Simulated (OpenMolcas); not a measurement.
## Co2+: effect of the metal basis

Co2+ with its 8 nearest fluoride ions at 2.315 Å, on the Sr site of SrF2 (a = 5.796 Å, distance in the model lattice 2.510 Å). The rest of the host is ab initio model potentials to 7.6 Å and point charges beyond; the distance is set by hand and nothing relaxes.

```
Program             : OpenMolcas 26.06
Method              : CASSCF
Spin-orbit coupling : RASSI with atomic mean-field integrals over the reference wave functions
```

Fixed: ligand basis ANO-RCC-VDZP, active space 7 electrons in 5 orbitals (3d), DKH2 Hamiltonian.

States (labels of O, the rotations of Oh). Energies in cm-1 above the lowest state or level, χT in cm3 K/mol.

| Run | Metal basis | Ground state | First state of that spin | First gap with spin-orbit (degeneracies) | χT at 300 K | First state of another spin | Cost |
| --- | --- | --- | --- | --- | --- | --- | --- |
| A | ANO-RCC-VDZP | 4A2 | 4T2 2674 | 2482 (4, 4) | 3.034 | 2E 20407 | roughly 24 core-seconds |
| B | ANO-RCC-VTZP | 4A2 | 4T2 2604 | 2413 (4, 4) | 3.061 | 2E 20367 | roughly 25 core-seconds |

Against A, the first state of the same spin changes by -2.6 % in B.

Costs are those of the RASSCF and RASSI steps.

Without dynamic correlation the repulsion within the d shell is too large (B by tens of per cent), so at a given field states of lower spin stand too high. Ligand-to-metal charge-transfer states are missing. With no ligand orbital active B as a rule stays too high, so bands that hang on it stand too high and its fall with covalency is understated. With metal d orbitals alone and no dynamic correlation 10Dq can be off by a tenth to a fifth, either way, in oxide and fluoride hosts. No measured value stands beside these numbers; the geometry was set by hand and not optimised.
